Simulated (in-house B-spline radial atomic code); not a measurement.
Ionisation energies with and without relativity, with size and susceptibility from the Dirac run. Dirac energy differences include first-order Breit, QED and recoil terms. NIST's values go from ground level to ground level; the uncertainty of those that are theory runs from under 0.1 % in few-electron ions to several per cent in heavy many-electron ones. Computed with an all-electron radial atomic-structure program (B-spline basis): non-relativistic Hartree-Fock and Dirac-Hartree-Fock, averages of the configuration (point nuclei without relativity, finite nuclei with it).

```json
{"ion": "Cl6+", "configuration": "[Ne] 3s1", "configuration after": "[He] 2s2 2p6", "ionisation non-relativistic (eV)": "113.36", "ionisation Dirac Breit and QED (eV)": "113.69", "tabulated value (eV)": "114.2013", "tabulated kind": "measured", "radius at density 0.001 (bohr)": "2.35", "diamagnetic susceptibility (10⁻⁶ cm³/mol)": "-2.7889"}
{"ion": "Ar6+", "configuration": "[Ne] 3s2", "configuration after": "[Ne] 3s1", "ionisation non-relativistic (eV)": "121.86", "ionisation Dirac Breit and QED (eV)": "122.26", "tabulated value (eV)": "124.41", "tabulated kind": "semi-empirical", "radius at density 0.001 (bohr)": "2.398", "diamagnetic susceptibility (10⁻⁶ cm³/mol)": "-3.7089"}
{"ion": "K6+", "configuration": "[Ne] 3s2 3p1", "configuration after": "[Ne] 3s2", "ionisation non-relativistic (eV)": "116.65", "ionisation Dirac Breit and QED (eV)": "116.71", "tabulated value (eV)": "117.56", "tabulated kind": "measured", "radius at density 0.001 (bohr)": "2.41", "diamagnetic susceptibility (10⁻⁶ cm³/mol)": "-4.468"}
{"ion": "Ca6+", "configuration": "[Ne] 3s2 3p2", "configuration after": "[Ne] 3s2 3p1", "ionisation non-relativistic (eV)": "124.94", "ionisation Dirac Breit and QED (eV)": "125.02", "tabulated value (eV)": "127.21", "tabulated kind": "semi-empirical", "radius at density 0.001 (bohr)": "2.382", "diamagnetic susceptibility (10⁻⁶ cm³/mol)": "-5.0227"}
{"ion": "Sc6+", "configuration": "[Ne] 3s2 3p3", "configuration after": "[Ne] 3s2 3p2", "ionisation non-relativistic (eV)": "133.35", "ionisation Dirac Breit and QED (eV)": "133.44", "tabulated value (eV)": "137.99", "tabulated kind": "semi-empirical", "radius at density 0.001 (bohr)": "2.34", "diamagnetic susceptibility (10⁻⁶ cm³/mol)": "-5.4267"}
{"ion": "Ti6+", "configuration": "[Ne] 3s2 3p4", "configuration after": "[Ne] 3s2 3p3", "ionisation non-relativistic (eV)": "141.87", "ionisation Dirac Breit and QED (eV)": "141.98", "tabulated value (eV)": "140.68", "tabulated kind": "semi-empirical", "radius at density 0.001 (bohr)": "2.292", "diamagnetic susceptibility (10⁻⁶ cm³/mol)": "-5.7179"}
{"ion": "V6+", "configuration": "[Ne] 3s2 3p5", "configuration after": "[Ne] 3s2 3p4", "ionisation non-relativistic (eV)": "150.50", "ionisation Dirac Breit and QED (eV)": "150.65", "tabulated value (eV)": "150.72", "tabulated kind": "semi-empirical", "radius at density 0.001 (bohr)": "2.242", "diamagnetic susceptibility (10⁻⁶ cm³/mol)": "-5.924"}
{"ion": "Cr6+", "configuration": "[Ne] 3s2 3p6", "configuration after": "[Ne] 3s2 3p5", "ionisation non-relativistic (eV)": "159.26", "ionisation Dirac Breit and QED (eV)": "159.43", "tabulated value (eV)": "160.29", "tabulated kind": "semi-empirical", "radius at density 0.001 (bohr)": "2.192", "diamagnetic susceptibility (10⁻⁶ cm³/mol)": "-6.0651"}
{"ion": "Mn6+", "configuration": "[Ar] 3d1", "configuration after": "[Ne] 3s2 3p6", "ionisation non-relativistic (eV)": "118.53", "ionisation Dirac Breit and QED (eV)": "118.10", "tabulated value (eV)": "119.203", "tabulated kind": "measured", "radius at density 0.001 (bohr)": "2.181", "diamagnetic susceptibility (10⁻⁶ cm³/mol)": "-6.2091"}
{"ion": "Fe6+", "configuration": "[Ar] 3d2", "configuration after": "[Ar] 3d1", "ionisation non-relativistic (eV)": "122.71", "ionisation Dirac Breit and QED (eV)": "122.24", "tabulated value (eV)": "124.9671", "tabulated kind": "measured", "radius at density 0.001 (bohr)": "2.165", "diamagnetic susceptibility (10⁻⁶ cm³/mol)": "-6.3114"}
{"ion": "Co6+", "configuration": "[Ar] 3d3", "configuration after": "[Ar] 3d2", "ionisation non-relativistic (eV)": "126.84", "ionisation Dirac Breit and QED (eV)": "126.32", "tabulated value (eV)": "128.9", "tabulated kind": "semi-empirical", "radius at density 0.001 (bohr)": "2.146", "diamagnetic susceptibility (10⁻⁶ cm³/mol)": "-6.3808"}
{"ion": "Ni6+", "configuration": "[Ar] 3d4", "configuration after": "[Ar] 3d3", "ionisation non-relativistic (eV)": "130.91", "ionisation Dirac Breit and QED (eV)": "130.35", "tabulated value (eV)": "132", "tabulated kind": "tabulated theory", "radius at density 0.001 (bohr)": "2.126", "diamagnetic susceptibility (10⁻⁶ cm³/mol)": "-6.4242"}
{"ion": "Cu6+", "configuration": "[Ar] 3d5", "configuration after": "[Ar] 3d4", "ionisation non-relativistic (eV)": "134.94", "ionisation Dirac Breit and QED (eV)": "134.32", "tabulated value (eV)": "139", "tabulated kind": "semi-empirical", "radius at density 0.001 (bohr)": "2.104", "diamagnetic susceptibility (10⁻⁶ cm³/mol)": "-6.4468"}
{"ion": "Zn6+", "configuration": "[Ar] 3d6", "configuration after": "[Ar] 3d5", "ionisation non-relativistic (eV)": "138.93", "ionisation Dirac Breit and QED (eV)": "138.25", "tabulated value (eV)": "133.9", "tabulated kind": "semi-empirical", "radius at density 0.001 (bohr)": "2.082", "diamagnetic susceptibility (10⁻⁶ cm³/mol)": "-6.4528"}
{"ion": "Ga6+", "configuration": "[Ar] 3d7", "configuration after": "[Ar] 3d6", "ionisation non-relativistic (eV)": "142.87", "ionisation Dirac Breit and QED (eV)": "142.14", "tabulated value (eV)": "140.8", "tabulated kind": "tabulated theory", "radius at density 0.001 (bohr)": "2.06", "diamagnetic susceptibility (10⁻⁶ cm³/mol)": "-6.4454"}
```
